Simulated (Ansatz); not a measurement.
The cluster Si₂Te, relaxed as a singlet with RKS r2SCAN-D4/def2-TZVP in Ansatz, starting from the GFN1-xTB geometry. Force threshold 0.02 eV/Å.

In the def2 sets Te takes a core potential; there is no spin–orbit coupling. The structure comes from a short search, and lower isomers may exist.

Start:

```xyz
3

Si    1.166    0.438   -0.634
Si    0.045   -0.057    1.397
Te   -1.212   -0.380   -0.763
```

```
step  energy (eV)  largest force component (eV/Å)  SCF passes
   1  -23049.5156                           0.512          17
   2  -23049.5260                           0.408          21
   3  -23049.5328                           0.089          23
   4  -23049.5334                           0.001          23
```

Force components are those of the run's own axes.

End:

```csv
atom,x (Å),y (Å),z (Å)
Si1,1.1611,0.4368,-0.6565
Si2,0.0241,-0.0647,1.4018
Te3,-1.1852,-0.3721,-0.7454
```

By distances, no bond broke or formed. The bond that changes most is Si2–Te3, from 2.52 to 2.48 Å (atoms count from 1).

No frequencies were taken in this run, so the end may be a saddle point.

It took 6.5 s on 2 threads of AMD EPYC 7R13 on a shared host.
